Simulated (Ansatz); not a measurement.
Basis-set series for H$_{4}$HfSe$_{4}$, SMILES `[SeH][Hf]([SeH])([SeH])[SeH]`. Charge 0, multiplicity 1. Hf: def2 effective core potential. The structure was optimised at the PBE0-D4/def2-TZVP level. It is one conformer, not always the lowest.

| functional | basis | functions | energy (Eh) | HOMO (eV) | LUMO (eV) |
| --- | --- | --- | --- | --- | --- |
| PBE0-D4 | def2-SVP | 180 | -9654.50978 | -7.46 | -2.27 |
| PBE0-D4 | def2-TZVPP | 304 | -9655.70383 | -7.48 | -2.23 |
| ωB97M-V | def2-SVP | 180 | -9655.02106 | -9.54 | -0.32 |
| ωB97M-V | def2-TZVPP | 304 | -9656.21170 | -9.58 | -0.28 |

(1) Give the rows for def2-QZVPP. (Estimate.)

Results:

(1) Computed: 
| functional | basis | functions | energy (Eh) | HOMO (eV) | LUMO (eV) |
| --- | --- | --- | --- | --- | --- |
| PBE0-D4 | def2-QZVPP | 557 | -9655.90621 | -7.49 | -2.24 |
| ωB97M-V | def2-QZVPP | 557 | -9656.40772 | -9.59 | -0.30 |

Scalar relativity is left out up to krypton.
